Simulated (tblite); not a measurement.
A geometry optimisation, step by step.

C₃H₁₁NO₂Si₃.
SMILES with atom numbers: `[CH3:1][NH:2][SiH2:3][C:4](=[O:5])[SiH2:6][C:7](=[O:8])[SiH3:9]` (hydrogens: H10, H11, H12 on C1; H13 on N2; H14, H15 on Si3; H16, H17 on Si6; H18, H19, H20 on Si9)

Computed with GFN2-xTB (tblite), gas phase: L-BFGS steps from a force-field or distance-geometry start until the largest atomic force falls under 0.01 eV/Å. 7 of its 250 geometries are shown.

Step 0: E = -766.6136 eV, largest atomic force 2.371 eV/Å
```
atom  x, y, z in Å  |  force x, y, z in eV/Å
C1     -3.834    0.259   -0.587   -1.719   0.830  -0.710
N2     -2.820   -0.636   -1.045    1.538  -1.502   1.001
Si3    -1.555   -0.961    0.184   -2.317   0.038  -0.281
C4      0.139   -0.671   -0.509    0.408  -1.054  -1.290
O5      0.610   -1.427   -1.346   -0.043   0.006   0.111
Si6     1.065    0.767    0.172   -0.330   1.402   1.724
C7      2.761    0.833   -0.563    0.092   0.145  -0.378
O8      2.886    1.355   -1.652    0.139   0.374  -0.712
Si9     4.250    0.136    0.310    1.450  -0.230   0.770
H10    -3.819    0.412    0.499   -0.169  -0.010  -0.353
H11    -4.876   -0.091   -0.886    1.192   0.451   0.363
H12    -3.645    1.243   -1.089   -0.382  -0.522   0.435
H13    -3.171   -1.479   -1.526    0.236   0.797   0.339
H14    -1.595   -2.303    0.736   -0.004  -0.275   0.066
H15    -1.767    0.007    1.290    0.145  -0.210  -0.271
H16     1.155    0.521    1.649    0.001   0.067  -0.453
H17     0.312    2.001   -0.067    0.031  -0.095  -0.080
H18     4.072   -1.278    0.669   -0.075   0.204  -0.030
H19     5.394    0.334   -0.586   -0.072  -0.080   0.092
H20     4.434    0.989    1.525   -0.123  -0.337  -0.342
```

Step 42: E = -767.2804 eV, largest atomic force 0.060 eV/Å
```
atom  x, y, z in Å  |  force x, y, z in eV/Å
C1     -3.937    0.267   -0.636    0.040  -0.021   0.002
N2     -2.896   -0.731   -0.742    0.013  -0.004  -0.001
Si3    -1.668   -1.111    0.389    0.004   0.007  -0.007
C4      0.078   -0.706   -0.380   -0.017   0.040  -0.001
O5      0.484   -1.449   -1.252    0.032   0.004   0.035
Si6     1.083    0.860    0.173   -0.021  -0.017   0.003
C7      2.843    0.931   -0.607   -0.046  -0.001   0.002
O8      2.986    1.521   -1.663    0.013  -0.012   0.004
Si9     4.368    0.129    0.265   -0.020   0.003  -0.018
H10    -4.008    0.595    0.398   -0.012  -0.005  -0.030
H11    -4.900   -0.157   -0.938    0.045   0.037   0.016
H12    -3.725    1.138   -1.265   -0.047  -0.020   0.014
H13    -2.815   -1.099   -1.678    0.005   0.013  -0.031
H14    -1.671   -2.547    0.670    0.000  -0.021  -0.004
H15    -1.884   -0.277    1.566    0.034   0.023   0.014
H16     1.237    0.737    1.625   -0.022   0.021   0.022
H17     0.312    2.033   -0.231   -0.006  -0.026  -0.001
H18     4.032   -1.259    0.567   -0.017  -0.019  -0.008
H19     5.539    0.250   -0.591    0.021  -0.003  -0.028
H20     4.538    0.886    1.508    0.001   0.001   0.015
```

Step 83: E = -767.4315 eV, largest atomic force 0.127 eV/Å
```
atom  x, y, z in Å  |  force x, y, z in eV/Å
C1     -3.817    0.194   -0.692    0.005   0.042   0.003
N2     -2.411   -0.144   -0.756   -0.025  -0.046  -0.004
Si3    -1.608   -1.115    0.410   -0.012  -0.035  -0.025
C4      0.258   -0.789    0.054    0.056  -0.113   0.016
O5      1.008   -1.724   -0.160   -0.079   0.085   0.023
Si6     0.934    1.013    0.187   -0.042   0.058  -0.005
C7      2.676    1.043   -0.621    0.045   0.023   0.006
O8      2.864    1.742   -1.602   -0.012  -0.019  -0.007
Si9     4.115   -0.058    0.060    0.010   0.011   0.003
H10    -4.027    0.577    0.305   -0.039  -0.034   0.021
H11    -4.480   -0.661   -0.876    0.079   0.060  -0.032
H12    -4.043    0.979   -1.418    0.004  -0.080   0.057
H13    -2.095   -0.228   -1.711   -0.015   0.013  -0.052
H14    -1.823   -2.568    0.402   -0.035   0.015  -0.023
H15    -1.931   -0.557    1.723   -0.005   0.030   0.013
H16     1.062    1.243    1.627    0.039   0.031   0.028
H17     0.004    1.939   -0.454    0.046  -0.019   0.002
H18     3.599   -1.411    0.189    0.020  -0.041  -0.001
H19     5.240    0.046   -0.865   -0.008   0.007   0.005
H20     4.471    0.490    1.374   -0.032   0.010  -0.030
```

Step 124: E = -767.4818 eV, largest atomic force 0.118 eV/Å
```
atom  x, y, z in Å  |  force x, y, z in eV/Å
C1     -3.868    0.116   -0.753    0.065   0.019  -0.008
N2     -2.426   -0.002   -0.687    0.020  -0.016  -0.071
Si3    -1.637   -1.053    0.418   -0.029   0.030   0.011
C4      0.256   -0.668    0.369   -0.042   0.026  -0.056
O5      1.029   -1.599    0.507   -0.013  -0.014   0.026
Si6     0.996    1.111    0.256   -0.008   0.003   0.014
C7      2.638    0.884   -0.720   -0.018  -0.021   0.014
O8      2.710    1.327   -1.853   -0.020   0.044  -0.059
Si9     4.138   -0.110   -0.017    0.008  -0.018  -0.018
H10    -4.280   -0.043    0.240    0.019  -0.013  -0.002
H11    -4.316   -0.616   -1.433    0.004  -0.008   0.024
H12    -4.150    1.116   -1.090    0.040  -0.012  -0.009
H13    -2.011    0.153   -1.598   -0.013   0.016   0.116
H14    -1.783   -2.497    0.199   -0.003  -0.020   0.011
H15    -2.127   -0.669    1.748    0.026  -0.032  -0.037
H16     1.304    1.507    1.631   -0.002   0.031  -0.033
H17     0.087    2.005   -0.451   -0.007   0.012   0.033
H18     3.796   -1.523   -0.070   -0.006  -0.013   0.015
H19     5.282    0.204   -0.870    0.000  -0.007   0.009
H20     4.357    0.365    1.349   -0.019  -0.005   0.022
```

Step 166: E = -767.5441 eV, largest atomic force 0.130 eV/Å
```
atom  x, y, z in Å  |  force x, y, z in eV/Å
C1     -3.609    0.074   -0.828   -0.061  -0.087  -0.028
N2     -2.196    0.042   -0.541    0.087   0.031  -0.041
Si3    -1.414   -1.115    0.451   -0.002   0.070   0.087
C4      0.355   -0.389    0.690   -0.077   0.064   0.025
O5      1.246   -1.148    1.045    0.099  -0.027  -0.071
Si6     0.910    1.418    0.327   -0.034   0.035  -0.068
C7      2.281    0.765   -0.850   -0.059   0.001  -0.045
O8      2.191    0.881   -2.055    0.055   0.006   0.024
Si9     3.688   -0.331   -0.084   -0.018   0.050  -0.016
H10    -4.146   -0.436   -0.035    0.000   0.016   0.129
H11    -3.858   -0.435   -1.764    0.029   0.057  -0.058
H12    -3.959    1.108   -0.881    0.005  -0.039  -0.039
H13    -1.662    0.476   -1.283   -0.031  -0.010   0.034
H14    -1.297   -2.494   -0.037    0.009  -0.010  -0.018
H15    -2.085   -1.097    1.755   -0.016  -0.012  -0.027
H16     1.542    2.052    1.475    0.005  -0.021   0.059
H17    -0.109    2.241   -0.308   -0.023  -0.001   0.012
H18     3.418   -1.716   -0.413   -0.010  -0.106   0.009
H19     4.882    0.106   -0.813    0.037   0.000  -0.005
H20     3.816    0.008    1.326    0.004  -0.016   0.039
```

Step 208: E = -767.5927 eV, largest atomic force 0.046 eV/Å
```
atom  x, y, z in Å  |  force x, y, z in eV/Å
C1     -3.633   -0.015   -0.792   -0.030   0.011  -0.018
N2     -2.209    0.065   -0.560   -0.012   0.006  -0.008
Si3    -1.364   -1.033    0.452    0.037   0.022  -0.010
C4      0.412   -0.307    0.556   -0.008   0.000   0.018
O5      1.331   -1.119    0.685    0.007   0.018  -0.002
Si6     0.939    1.513    0.318    0.004  -0.013  -0.030
C7      2.346    0.878   -0.838    0.021  -0.018  -0.029
O8      2.446    1.162   -2.006   -0.001   0.001   0.026
Si9     3.525   -0.457   -0.026   -0.037   0.000  -0.028
H10    -4.119   -0.318    0.133    0.002  -0.005  -0.028
H11    -3.890   -0.738   -1.572   -0.010  -0.028   0.022
H12    -4.022    0.960   -1.092    0.021   0.005   0.034
H13    -1.731    0.436   -1.369    0.011   0.002   0.019
H14    -1.263   -2.428    0.003    0.005  -0.001   0.023
H15    -1.977   -0.960    1.782   -0.015  -0.001  -0.025
H16     1.602    2.073    1.490   -0.043  -0.004   0.007
H17    -0.137    2.332   -0.228    0.039  -0.009   0.021
H18     3.312   -1.796   -0.550   -0.002   0.003  -0.007
H19     4.804   -0.015   -0.616    0.027   0.006  -0.012
H20     3.623   -0.222    1.407   -0.015   0.004   0.027
```

Step 249: E = -767.5989 eV, largest atomic force 0.007 eV/Å
```
atom  x, y, z in Å  |  force x, y, z in eV/Å
C1     -3.681   -0.040   -0.769    0.005  -0.001   0.002
N2     -2.249    0.028   -0.583    0.003   0.001   0.002
Si3    -1.389   -1.014    0.473   -0.003   0.002   0.000
C4      0.401   -0.314    0.492   -0.006  -0.003   0.002
O5      1.309   -1.133    0.623    0.003   0.000  -0.006
Si6     0.954    1.503    0.258   -0.003  -0.006  -0.003
C7      2.467    0.954   -0.797    0.001   0.003  -0.006
O8      2.700    1.385   -1.903   -0.004  -0.002   0.006
Si9     3.566   -0.472   -0.043    0.001   0.000   0.000
H10    -4.143   -0.301    0.179    0.001   0.000   0.001
H11    -3.974   -0.791   -1.509    0.002  -0.001  -0.002
H12    -4.063    0.930   -1.091   -0.001   0.002   0.003
H13    -1.787    0.362   -1.417   -0.002   0.004  -0.002
H14    -1.309   -2.437    0.123    0.001   0.002   0.000
H15    -1.981   -0.848    1.803    0.001   0.001   0.001
H16     1.460    2.039    1.517   -0.001   0.002  -0.002
H17    -0.074    2.326   -0.366    0.003  -0.005  -0.001
H18     3.291   -1.757   -0.666   -0.002   0.001  -0.002
H19     4.889   -0.066   -0.554    0.002   0.000   0.005
H20     3.608   -0.342    1.408   -0.002   0.003   0.001
```

Task: Summarise the path.

Result: The energy falls by 0.9853 eV from step 0 to step 249; nine tenths of that is first reached at step 136. It rises by more than 0.2 meV at step 72. The largest force goes from 2.371 to 0.007 eV/Å. Among the bonds C7–Si9 changes most, from 1.861 to 1.952 Å; the atoms move by 1.148 Å rms after alignment.

Task: Follow the three bonds and two angles with the largest change from start to end.

Result: 
```csv
step,E above end (eV),largest force (eV/Å),C7–Si9 (Å),N2–Si3 (Å),Si6–C7 (Å),C4–Si6–C7 (°),Si3–C4–Si6 (°)
0,0.9853,2.371,1.861,1.794,1.850,110.0,116.3
11,0.4415,0.226,1.928,1.714,1.914,107.3,115.5
22,0.3499,0.148,1.928,1.715,1.916,110.4,117.1
32,0.3284,0.120,1.925,1.713,1.923,112.5,120.5
43,0.3178,0.070,1.933,1.713,1.926,112.6,121.2
54,0.2974,0.124,1.936,1.714,1.932,108.3,121.3
65,0.2421,0.318,1.930,1.714,1.920,103.9,118.8
76,0.1888,0.129,1.929,1.713,1.922,105.2,119.1
87,0.1641,0.082,1.936,1.717,1.923,107.5,118.7
97,0.1546,0.069,1.934,1.716,1.924,107.6,120.1
108,0.1379,0.115,1.937,1.714,1.928,107.0,121.4
119,0.1234,0.189,1.935,1.715,1.927,105.8,123.5
130,0.1059,0.094,1.937,1.715,1.922,103.6,124.8
141,0.0914,0.056,1.935,1.714,1.925,102.1,125.2
152,0.0775,0.126,1.941,1.714,1.924,99.2,126.3
162,0.0622,0.166,1.943,1.713,1.919,92.3,126.4
173,0.0370,0.150,1.951,1.712,1.924,87.9,126.6
184,0.0231,0.059,1.958,1.713,1.930,86.9,126.3
195,0.0157,0.079,1.955,1.715,1.932,86.7,126.4
206,0.0078,0.057,1.958,1.715,1.930,87.3,127.4
217,0.0039,0.027,1.954,1.715,1.927,88.5,127.8
227,0.0027,0.016,1.953,1.715,1.926,89.1,128.0
238,0.0007,0.044,1.952,1.715,1.925,90.9,127.8
249,0.0000,0.007,1.952,1.715,1.925,91.3,127.8
```

What follows is the cost of the whole relaxation. Hardware: an AMD EPYC with one thread (shared host). Cost: 12 s wall, 9.9 s CPU.
